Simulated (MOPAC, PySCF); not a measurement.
C7H8OS2Si, SMILES `c12sccc1sc(c2OC)[SiH3]` (C–O–C–C torsion 177°), neutral singlet in the gas phase. 

Z-matrix (Å, degrees):
```
C
O 1 1.3441
C 1 1.3824 2 119.50
C 2 1.4040 1 118.93 3 177.09
H 4 1.0972 2 106.68 1 -178.91
H 4 1.1033 5 108.76 2 -120.55
H 4 1.1034 5 108.66 6 -118.96
C 1 1.4301 2 128.25 4 -3.17
C 8 1.3967 1 112.49 2 -179.70
C 9 1.4231 8 113.88 1 179.95
C 10 1.3667 9 111.04 8 -0.01
H 11 1.0897 10 127.46 9 179.98
H 10 1.0898 11 123.88 12 -0.01
S 9 1.7215 8 111.58 1 0.03
S 11 1.7306 12 119.08 10 -180.00
Si 3 1.8609 1 125.17 2 -0.38
H 16 1.4939 3 111.32 1 -60.14
H 16 1.4940 17 108.41 3 -122.93
H 16 1.4946 17 108.97 18 -118.48
```
Charge 0, spin multiplicity 1.

All levels are single points at this geometry (PBE0-D3(BJ)/def2-SVP); Pople sets use spherical d functions. Orbital energies aren't observables, and empty levels follow the basis.

PBE-D3(BJ)/def2-TZVP in PySCF gives dipole (D) = 2.39.

Question: Estimate the dipole (D) from each of these levels: M06-2X/def2-TZVP in PySCF; B3LYP/6-31G* in PySCF; BP86/6-31G* in PySCF; M06-2X/6-31G* in PySCF; PBE/6-31G* in PySCF; SVWN5/6-31G* in PySCF; HF/6-31G* in PySCF; HF/STO-3G in PySCF; AM1 in MOPAC; PM3 in MOPAC; PM6 in MOPAC; PM7 in MOPAC.

Answer: 
| level | dipole (D) |
|---|---|
| M06-2X/def2-TZVP in PySCF | 2.37 |
| B3LYP/6-31G* in PySCF | 2.53 |
| BP86/6-31G* in PySCF | 2.46 |
| M06-2X/6-31G* in PySCF | 2.45 |
| PBE/6-31G* in PySCF | 2.46 |
| SVWN5/6-31G* in PySCF | 2.43 |
| HF/6-31G* in PySCF | 2.92 |
| HF/STO-3G in PySCF | 1.47 |
| AM1 in MOPAC | 1.86 |
| PM3 in MOPAC | 1.15 |
| PM6 in MOPAC | 2.77 |
| PM7 in MOPAC | 2.12 |
